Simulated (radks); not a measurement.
Results of a calculation; reference values are marked as such.
Polarisability of the xenon ion Xe+, [Kr] 4d10 5s2 5p5, at imaginary frequency. Level of theory: scalar-relativistic Kohn-Sham, LDA (Slater exchange, VWN5 correlation), spin-polarised, spherical densities, finite nucleus; open shells are filled with parallel spins first (spin-orbit coupling, left out, can overturn this in heavy ions); Fermi nuclear charge, rms radius 4.7859 fm (a radial shooting solver on a logarithmic mesh with Libxc functionals). Response by self-consistent Sternheimer equations with the Hartree and adiabatic LDA kernel, the relativistic mass of each level held fixed and spin-orbit coupling left out.

| w (hartree) | alpha1(iw) (bohr^3) |
|---|---|
| 0.00266 | 18.19 |
| 0.0143 | 18.18 |
| 0.0360 | 18.12 |
| 0.0697 | 17.93 |
| 0.118 | 17.47 |
| 0.186 | 16.51 |
| 0.280 | 14.83 |
| 0.413 | 12.33 |
| 0.605 | 9.254 |
| 0.892 | 6.203 |
| 1.35 | 3.732 |
| 2.12 | 2.037 |
| 3.59 | 0.9799 |
| 6.94 | 0.3607 |
| 17.5 | 0.07866 |

Static values: alpha1 = 18.19 bohr^3 (2.696 angstrom^3; uncoupled 30.26). C6 = 158.3, triple-dipole C9 = 2068 atomic units. One-pole (London) frequency 4 C6 / (3 alpha1^2) = 0.638 hartree, against 0.620 for minus the highest occupied eigenvalue.
